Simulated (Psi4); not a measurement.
CH6FNOSi (SMILES CO[SiH](N)F), singlet, geometry from GFN2-xTB, atoms displaced at random by about 0.08 Å a coordinate; PBE/STO-3G, gradient run with Psi4.

Input for Psi4:
```
memory 2 GB

molecule mol {
0 1
Si    0.354924   -0.299368    0.341675
N     1.780012    0.421070    0.655116
F     0.386150   -1.122837   -1.166736
O    -0.722729    0.748609    0.220158
C    -2.050515    1.048228   -0.067677
H    -0.051547   -1.509961    1.148711
H     2.752211   -0.137320    0.414737
H     1.906143    1.220333    0.592581
H    -2.419607    1.948558   -0.298521
H    -2.673767    0.336865    0.839696
H    -2.301811    0.253064   -1.079168
symmetry c1
no_reorient
no_com
}

set {
  basis sto-3g
  reference rks
}

gradient('pbe')
print_variables()
```

Output, abridged:

```
gradient() will perform analytic gradient computation.

   => Loading Basis Set <=

    Name: STO-3G
    Role: ORBITAL
    Keyword: BASIS

         ---------------------------------------------------------
                                   SCF
               by Justin Turney, Rob Parrish, Andy Simmonett
                          and Daniel G. A. Smith
                              RKS Reference
         ---------------------------------------------------------

  ==> Geometry <==

    Molecular point group: c1
    Full point group: C1

    Geometry (in Angstrom), charge = 0, multiplicity = 1:

       Center              X                  Y                   Z               Mass
    ------------   -----------------  -----------------  -----------------  -----------------
         SI           0.354924000000    -0.299368000000     0.341675000000    27.976926534650
         N            1.780012000000     0.421070000000     0.655116000000    14.003074004430
         F            0.386150000000    -1.122837000000    -1.166736000000    18.998403162730
         O           -0.722729000000     0.748609000000     0.220158000000    15.994914619570
         C           -2.050515000000     1.048228000000    -0.067677000000    12.000000000000
         H           -0.051547000000    -1.509961000000     1.148711000000     1.007825032230
         H            2.752211000000    -0.137320000000     0.414737000000     1.007825032230
         H            1.906143000000     1.220333000000     0.592581000000     1.007825032230
         H           -2.419607000000     1.948558000000    -0.298521000000     1.007825032230
         H           -2.673767000000     0.336865000000     0.839696000000     1.007825032230
         H           -2.301811000000     0.253064000000    -1.079168000000     1.007825032230

  Running in c1 symmetry.

  Rotational constants: A =      0.20414  B =      0.10065  C =      0.07462 [cm^-1]
  Rotational constants: A =   6119.90107  B =   3017.48444  C =   2236.95444 [MHz]
  Nuclear repulsion =  258.585736332776094

  Charge       = 0
  Multiplicity = 1
  Electrons    = 50
  Nalpha       = 25
  Nbeta        = 25

  ==> Algorithm <==

  SCF Algorithm Type is DF.
  DIIS enabled.
  MOM disabled.
  Fractional occupation disabled.
  Guess Type is SAD.
  Energy threshold   = 1.00e-08
  Density threshold  = 1.00e-08
  Integral threshold = 1.00e-12

  ==> Primary Basis <==

  Basis Set: STO-3G
    Blend: STO-3G
    Number of shells: 23
    Number of basis functions: 35
    Number of Cartesian functions: 35
    Spherical Harmonics?: true
    Max angular momentum: 1

  ==> DFT Potential <==

   => LibXC <=

    Version 7.1.2
    S. Lehtola, C. Steigemann, M. J. T. Oliveira, and M. A. L. Marques,  SoftwareX 7, 1–5 (2018) (10.1016/j.softx.2017.11.002)

   => Composite Functional: PBE <=

    PBE GGA Exchange-Correlation Functional

    J.P. Perdew et. al., Phys. Rev. Lett., 77(18), 3865-3868, 1996

    Deriv               =              1
    GGA                 =           TRUE
    Meta                =          FALSE

    Exchange Hybrid     =          FALSE
    MP2 Hybrid          =          FALSE

   => Exchange Functionals <=

    1.0000     XC_GGA_X_PBE

   => Correlation Functionals <=

    1.0000     XC_GGA_C_PBE

   => LibXC Density Thresholds  <==

    XC_GGA_C_PBE:  1.00E-12
    XC_GGA_X_PBE:  1.00E-15

   => Molecular Quadrature <=

    Radial Scheme          =       TREUTLER
    Pruning Scheme         =           NONE
    Nuclear Scheme         =       TREUTLER

    Blocking Scheme        =         OCTREE
    BS radius alpha        =              1
    Pruning alpha          =              1
    Radial Points          =             75
    Spherical Points       =            302
    Total Points           =         234642
    Total Blocks           =           1783
    Max Points             =            256
    Max Functions          =             33
    Weights Tolerance      =       1.00E-15

   => Loading Basis Set <=

    Name: (STO-3G AUX)
    Role: JKFIT
    Keyword: DF_BASIS_SCF

  ==> Integral Setup <==

  SCF_SUBTYPE=INCORE selected. In-core MEM_DF algorithm will be used.
  Using in-core AOs.

  ==> MemDFJK: Density-Fitted J/K Matrices <==

    J tasked:                   Yes
    K tasked:                    No
    wK tasked:                   No
    Algorithm:                 Core
    Schwarz Cutoff:           1E-12
    Mask sparsity (%):       2.1224
    Fitting Condition:        1E-10

   => Auxiliary Basis Set <=

  Basis Set: (STO-3G AUX)
    Blend: DEF2-UNIVERSAL-JKFIT
    Number of shells: 174
    Number of basis functions: 542
    Number of Cartesian functions: 643
    Spherical Harmonics?: true
    Max angular momentum: 4

  Minimum eigenvalue in the overlap matrix is 1.9296837877E-01.
  Reciprocal condition number of the overlap matrix is 8.6194252731E-02.
    Using symmetric orthogonalization.

  ==> Pre-Iterations <==

  SCF Guess: Superposition of Atomic Densities via on-the-fly atomic UHF (no occupation information).

   -------------------------
    Irrep   Nso     Nmo
   -------------------------
     A         35      35
   -------------------------
    Total      35      35
   -------------------------

  ==> Iterations <==

                           Total Energy        Delta E     RMS |[F,P]|

   @DF-RKS iter SAD:  -551.72675251626617   -5.51727e+02   0.00000e+00
   @DF-RKS iter   1:  -553.23339060819649   -1.50664e+00   1.11495e-02 ADIIS/DIIS
   @DF-RKS iter   2:  -553.17308327097464    6.03073e-02   1.42647e-02 ADIIS/DIIS
   @DF-RKS iter   3:  -553.33307688230457   -1.59994e-01   2.81641e-03 ADIIS/DIIS
   @DF-RKS iter   4:  -553.34001180859639   -6.93493e-03   9.30926e-04 ADIIS/DIIS
   @DF-RKS iter   5:  -553.34072074094331   -7.08932e-04   1.80938e-04 ADIIS/DIIS
   @DF-RKS iter   6:  -553.34075346838097   -3.27274e-05   2.93938e-05 DIIS
   @DF-RKS iter   7:  -553.34075414509800   -6.76717e-07   9.52988e-06 DIIS
[...]
  @DF-RKS Final Energy:  -553.34075422159060
[...]
    VV10 Nonlocal Energy =                  0.0000000000000000
    Total Energy =                       -553.3407542215906005

Computation Completed

Properties will be evaluated at   0.000000,   0.000000,   0.000000 [a0]

Properties computed using the SCF density matrix

 Multipole Moments:

 ------------------------------------------------------------------------------------
     Multipole            Electronic (a.u.)      Nuclear  (a.u.)        Total (a.u.)
 ------------------------------------------------------------------------------------

 L = 1.  Multiply by 2.5417464519 to convert [e a0] to [Debye]
 Dipole X            :          0.1275803            0.0587138            0.1862941
 Dipole Y            :         -5.2901350            5.7458710            0.4557360
 Dipole Z            :         -3.3802926            3.4806412            0.1003486
 Magnitude           :                                                    0.5024646

 ------------------------------------------------------------------------------------

         ------------------------------------------------------------
                                   SCF GRAD
                          Rob Parrish, Justin Turney,
                       Andy Simmonett, and Alex Sokolov
         ------------------------------------------------------------

  ==> Geometry <==

    Molecular point group: c1
    Full point group: C1

    Geometry (in Angstrom), charge = 0, multiplicity = 1:

       Center              X                  Y                   Z               Mass
    ------------   -----------------  -----------------  -----------------  -----------------
         SI           0.354924000000    -0.299368000000     0.341675000000    27.976926534650
         N            1.780012000000     0.421070000000     0.655116000000    14.003074004430
         F            0.386150000000    -1.122837000000    -1.166736000000    18.998403162730
         O           -0.722729000000     0.748609000000     0.220158000000    15.994914619570
         C           -2.050515000000     1.048228000000    -0.067677000000    12.000000000000
         H           -0.051547000000    -1.509961000000     1.148711000000     1.007825032230
         H            2.752211000000    -0.137320000000     0.414737000000     1.007825032230
         H            1.906143000000     1.220333000000     0.592581000000     1.007825032230
         H           -2.419607000000     1.948558000000    -0.298521000000     1.007825032230
         H           -2.673767000000     0.336865000000     0.839696000000     1.007825032230
         H           -2.301811000000     0.253064000000    -1.079168000000     1.007825032230

  Nuclear repulsion =  258.585736332776094

  ==> Basis Set <==

  Basis Set: STO-3G
    Blend: STO-3G
    Number of shells: 23
    Number of basis functions: 35
    Number of Cartesian functions: 35
    Spherical Harmonics?: true
    Max angular momentum: 1

  ==> DFJKGrad: Density-Fitted SCF Gradients <==

    Gradient:                    1
    J tasked:                  Yes
    K tasked:                   No
    wK tasked:                  No
    Integrals threads:           1
    Schwarz Cutoff:          1E-12
    Fitting Condition:       1E-10

   => Auxiliary Basis Set <=

  Basis Set: (STO-3G AUX)
    Blend: DEF2-UNIVERSAL-JKFIT
    Number of shells: 174
    Number of basis functions: 542
    Number of Cartesian functions: 643
    Spherical Harmonics?: true
    Max angular momentum: 4

  ==> DFT Potential <==

   => LibXC <=

    Version 7.1.2
    S. Lehtola, C. Steigemann, M. J. T. Oliveira, and M. A. L. Marques,  SoftwareX 7, 1–5 (2018) (10.1016/j.softx.2017.11.002)

   => Composite Functional: PBE <=

    PBE GGA Exchange-Correlation Functional

    J.P. Perdew et. al., Phys. Rev. Lett., 77(18), 3865-3868, 1996

    Deriv               =              1
    GGA                 =           TRUE
    Meta                =          FALSE

    Exchange Hybrid     =          FALSE
    MP2 Hybrid          =          FALSE

   => Exchange Functionals <=

    1.0000     XC_GGA_X_PBE

   => Correlation Functionals <=

    1.0000     XC_GGA_C_PBE

   => LibXC Density Thresholds  <==

    XC_GGA_C_PBE:  1.00E-12
    XC_GGA_X_PBE:  1.00E-15

   => Molecular Quadrature <=

    Radial Scheme          =       TREUTLER
    Pruning Scheme         =           NONE
    Nuclear Scheme         =       TREUTLER

    Blocking Scheme        =         OCTREE
    BS radius alpha        =              1
    Pruning alpha          =              1
    Radial Points          =             75
    Spherical Points       =            302
    Total Points           =         234642
    Total Blocks           =           1783
    Max Points             =            256
    Max Functions          =             33
    Weights Tolerance      =       1.00E-15

  -Total Gradient:
     Atom            X                  Y                   Z
    ------   -----------------  -----------------  -----------------
       1       -0.003067973456     0.167470290981     0.051345244276
       2       -0.058830582391     0.436715620929    -0.029306358677
       3       -0.005753126757    -0.019621481148    -0.023965261148
       4        0.057351509421    -0.139576608224    -0.000694345443
       5        0.006233073339     0.276431007147    -0.015308075511
       6       -0.008169987605    -0.018316925270    -0.007669865714
       7        0.067695485577    -0.035969258909    -0.020032217167
       8       -0.069057344561    -0.436136760847     0.030500286694
       9        0.028989893767    -0.112853571913     0.013298942975
      10       -0.014720242523    -0.062049584718     0.050999432107
      11       -0.000703266804    -0.056194195889    -0.049183796177

  Variable Map:
  ----------------------------------------------------------------------------
[...]
  Array Variable Map:
  ----------------------------------------------------------------------------
[...]
[...]
```
